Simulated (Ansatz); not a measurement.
`O[BH][GeH3]` + `[SiH3]S` → `OBS[SiH3]` + GeH₄ at 700 K and 1 bar (cleavage of the B–Ge bond).

Calculated with Ansatz (gas phase, PBE0-D4/def2-TZVP geometries, no zero-point term in ΔE). CCSD(T)/CBS adds triple-zeta CCSD(T) − MP2 to the extrapolated MP2 energy (def2 sets, frozen cores). For Ge outer-core shells are correlated without core-valence functions, which leaves a few kJ/mol of doubt a bond. Scalar relativity is left out up to krypton. One conformer a species, not always the lowest.

| species | CCSD(T)/CBS energy (Eh) | H − E (kJ/mol) | S (J/(mol·K)) |
| --- | --- | --- | --- |
| `O[BH][GeH3]` | -2179.11235 | 192.8 | 399.2 |
| `[SiH3]S` | -689.27336 | 135.5 | 340.5 |
| `OBS[SiH3]` | -789.92150 | 214.8 | 436.0 |
| GeH₄ | -2078.49493 | 112.9 | 267.3 |

H − E and S are ideal-gas, rigid-rotor, harmonic terms from PBE0-D4/def2-TZVP, for one conformer and one mirror image of each species. 1 Eh = 2625.50 kJ/mol, R = 8.31446 J/(mol·K).

Task: By hand: ΔE, ΔH, ΔS and ΔG.

Result: ΔE = (-789.92150) + (-2078.49493) − (-2179.11235) − (-689.27336) = -0.03072 Eh = -80.7 kJ/mol. Δ(H − E) = 214.8 + 112.9 − 192.8 − 135.5 = -0.6, so ΔH = -81.3 kJ/mol. ΔS = 436.0 + 267.3 − 399.2 − 340.5 = -36.4 J/(mol·K). ΔG = -81.3 − 700 × (-36.4)/1000 = -55.8 kJ/mol.

Task: By hand: the equilibrium constant, and the temperature at which ΔG would vanish if ΔH and ΔS stayed fixed.

Result: log₁₀ K = −ΔG/(RT ln 10) = 4.2. ΔG = 0 at ΔH/ΔS = 2234 K.

ΔH outweighs TΔS. A doubt of 5 kJ/mol in ΔE shifts log₁₀ K by 0.4 here. Other conformers and mirror images would add mixing entropy, several J/(mol·K) or more a flexible species. Modes under 60 cm⁻¹, often nearly free rotors, make the harmonic entropy too high. These are equilibria of isolated gas molecules and say nothing of rates. Largest T1 diagnostic: 0.014 (customary marks: 0.02 for closed shells, 0.045 for open ones).
